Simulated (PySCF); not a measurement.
## Potential energy of BeAl along the bond

Set-up: Be def2-TZVP, Al def2-TZVP; no relativity (PySCF 2.14). Energies in eV from Be + Al in their ground configurations at the same level. All curves are PBE0. state 1: ²Π (doublet), unpaired electrons π ↑; state 2: ²Σ⁺ (doublet), unpaired electrons σ ↑, a second solution, started from another occupation; state 3: quartet, unpaired electrons σ ↑, π ↑↑, a second solution, started from another occupation; state 4: ⁴Π (quartet), unpaired electrons σ ↑↑, π ↑, a second solution, started from another occupation.

```csv
R (Å),state 1,state 2,state 3,state 4
2.079,-0.4419,0.2090,0.0690,0.3711
2.175,-0.6348,-0.1380,0.0763,0.2270
2.272,-0.7393,-0.3733,0.1547,0.1740
2.345,-0.7752,-0.4934,0.2459,0.1786
2.417,-0.7846,-0.5755,0.3561,0.2117
2.490,-0.7756,-0.6273,0.4791,0.2663
2.586,-0.7415,-0.6599,0.6543,0.3631
2.707,-0.6758,-0.6582,0.8784,0.5078
2.852,-0.5812,-0.6165,1.1397,0.6973
3.045,-0.4536,-0.5277,1.4563,0.9507
```

Task: Put a parabola through the three lowest points of the state 1 curve and estimate Re, k and ωe (reduced mass 6.756 u; 1 eV/Å² = 0.16022 mdyn/Å; ωe = 1302.8·√(k/μ) cm⁻¹).

Result: Through R = 2.345, 2.417, 2.49 Å the second-order coefficient is 1.75 eV/Å², so Re ≈ 2.418 Å, k ≈ 0.561 mdyn/Å and ωe ≈ 375 cm⁻¹. A polynomial fit of higher order to the unrounded PBE0 energies gives Re = 2.414 Å, k = 0.588 mdyn/Å, ωe = 384 cm⁻¹; anharmonicity and rounding make the difference.

The higher-order fit for each curve: state 1: Re = 2.414 Å, ωe = 384 cm⁻¹, De = 0.78 eV; state 2: Re = 2.639 Å, ωe = 331 cm⁻¹, minimum 0.66 eV below the ground-state fragments; state 4: Re = 2.297 Å, ωe = 507 cm⁻¹, minimum 0.172 eV above the ground-state fragments. State 3 gave no clean fit.

The state is the lowest determinant that a PBE0 search found; another state may lie lower at other levels.
